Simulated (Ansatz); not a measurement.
One change: `O[Si](O)(F)F` becomes `N[Si](O)(O)F`.

Ansatz, PBE0-D4/def2-TZVP geometries, multiplicity 1. Each molecule was computed in one conformer, which needn't be the lowest.

```
                                                                                  property  `O[Si](O)(F)F`
                                            zero-point energy (PBE0-D4/def2-TZVP) / kJ/mol            91.6
                                            size of the dipole moment (PBE/def2-TZVPP) / D            0.17
                                                      HOMO–LUMO gap (PBE0/def2-TZVPP) / eV           10.46
ideal-gas entropy at 298 K and 1 bar (rigid rotor, harmonic PBE0-D4/def2-TZVP) / J/(mol·K)             321
                                                     LUMO energy (ωB97M-V/def2-TZVPP) / eV            1.82
                                        size of the dipole moment (ωB97M-V/def2-TZVPP) / D            0.23
```

**Question.** Give the same properties after the change, and the shifts. (An estimate is asked.)

**Answer.** Computed: 
| property | `N[Si](O)(O)F` | shift |
| --- | --- | --- |
| zero-point energy (PBE0-D4/def2-TZVP) / kJ/mol | 154.3 | 62.7 |
| size of the dipole moment (PBE/def2-TZVPP) / D | 1.66 | 1.49 |
| HOMO–LUMO gap (PBE0/def2-TZVPP) / eV | 8.54 | -1.92 |
| ideal-gas entropy at 298 K and 1 bar (rigid rotor, harmonic PBE0-D4/def2-TZVP) / J/(mol·K) | 333 | 12 |
| LUMO energy (ωB97M-V/def2-TZVPP) / eV | 1.97 | 0.15 |
| size of the dipole moment (ωB97M-V/def2-TZVPP) / D | 1.67 | 1.44 |

With PBE0 the HOMO rises by 2.16 eV and the LUMO rises by 0.24 eV, so the gap narrows by about 1.92 eV. PBE moves the HOMO by 1.85 eV and ωB97M-V by 2.22 eV. The zero-point energy changes by 62.7 kJ/mol with +6 modes. Dipoles are sizes alone; their direction can turn.
